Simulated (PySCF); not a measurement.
A side-by-side comparison of computed properties.

First species: C8H10Ge.
Bonds: C1–C2 (double), C2–C3, C3–C4, C4–C5 (triple), C5–C6, C6–C7, C7–C8 (triple), C8–Ge9. Hydrogens: H10, H11 on C1; H12 on C2; H13, H14 on C3; H15, H16 on C6; H17, H18, H19 on Ge9.

Second species: C6H4BBrF2.
InChI=1S/C6H4BBrF2/c8-6-3-1-5(2-4-6)7(9)10/h1-4H

Levels: B3LYP/def2-SVPD for dipole moment, HOMO energy, LUMO energy, HOMO–LUMO gap, static isotropic polarisability and electronic spatial extent ⟨r²⟩ about the centre of nuclear charge; TDDFT B3LYP/def2-SVPD for lowest singlet excitation; PBE0-D3(BJ)/def2-SVP for rotational constant A and rotational constant C. Geometries: PBE0-D3(BJ)/def2-SVP. Each structure is a single optimised conformer of the isolated species, non-relativistic unless stated. Electronic properties by PySCF.

Dipoles, sizes and rotational constants follow the conformer. The torsions of the flexible species, by atom-mapped SMILES:
- `[CH2:1]=[CH:2][CH2:3][C:4]#[C:5][CH2:6][C:7]#[C:8][GeH3:9]`: C1–C2–C3–C4 125°
- `[F:1][B:2]([F:3])[c:4]1[cH:5][cH:6][c:7]([Br:8])[cH:9][cH:10]1`: F1–B2–C4–C5 180°

Which of the two has the higher dipole moment, and by how much?

The second: 0.95 D against 0.73 D, a difference of 0.22 D.

Which of the two has the higher rotational constant A, and by how much?

The first: 4.536 GHz against 3.679 GHz, a difference of 0.857 GHz.

Which of the two has the higher S1 energy, and by how much?

The first: 5.84 eV against 4.90 eV, a difference of 0.94 eV.

Which has the higher ⟨r²⟩?

The first: 4468 bohr² against 2883 bohr², a difference of 1585 bohr².

Which of the two has the higher static isotropic polarisability, and by how much?

The first: 132.0 au against 107.1 au, a difference of 24.9 au.

Which has the higher LUMO energy?

The first: -0.28 eV against -2.01 eV, a difference of 1.73 eV.

Which has the higher HOMO–LUMO gap?

The first: 6.82 eV against 5.31 eV, a difference of 1.51 eV.

Which has the higher rotational constant C?

The second: 0.312 GHz against 0.219 GHz, a difference of 0.093 GHz.

On the first: The polarisability is 19.57 Å³ as a volume (1 au = 0.148185 Å³), or 1.47 au for each of the 90 electrons. The dipole equals about 2.4 × 10⁻³⁰ C·m (1 D = 3.33564 × 10⁻³⁰ C·m). The calculation is non-relativistic and has no spin–orbit coupling, an omission that weighs most on germanium.

On the second: The 6 singlets span 4.90 to 6.30 eV, and their oscillator strengths add up to 0.46. In atomic units the dipole is 0.37 e·bohr (1 au = 2.5417 D). The calculation is non-relativistic and has no spin–orbit coupling, an omission that weighs most on bromine.
